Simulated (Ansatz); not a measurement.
System: MnH, net charge 0, septet state. SMILES: [MnH]
Geometry: optimised at B3LYP-D3(BJ)/def2-TZVP (Ansatz, a quantum-chemistry and plane-wave program).

Wanted: atomisation energy, in kcal/mol. Conventions: open shells spin-unrestricted; atomisation electronic, to ground-state atoms; non-relativistic; no spin-orbit coupling; LANL2DZ with its own core potentials from Na on. First-principles rows: single points at B3LYP-D3(BJ) geometries (Ansatz). The spin state of an ion or metal species was assumed, not searched.

| species | coefficient | E at B3LYP/LANL2DZ (Ansatz), Eh | E at wB97M-V/def2-TZVPD (Ansatz), Eh |
|---|---|---|---|
| [MnH] (MnH) (septet) | -1 | -104.44250 | -1151.46456 |
| H atom | +1 | -0.49891 | -0.49411 |
| Mn atom | +1 | -103.88859 | -1150.91256 |

 1 Eh = 627.5095 kcal/mol.

Question: Compute it at each level from the table.

Answer: 
- B3LYP/LANL2DZ: the sum of coefficient times E is 0.05500 Eh, or 34.51 kcal/mol. Result: 34.5 kcal/mol.
- wB97M-V/def2-TZVPD: the sum of coefficient times E is 0.05789 Eh, or 36.33 kcal/mol. Result: 36.3 kcal/mol.
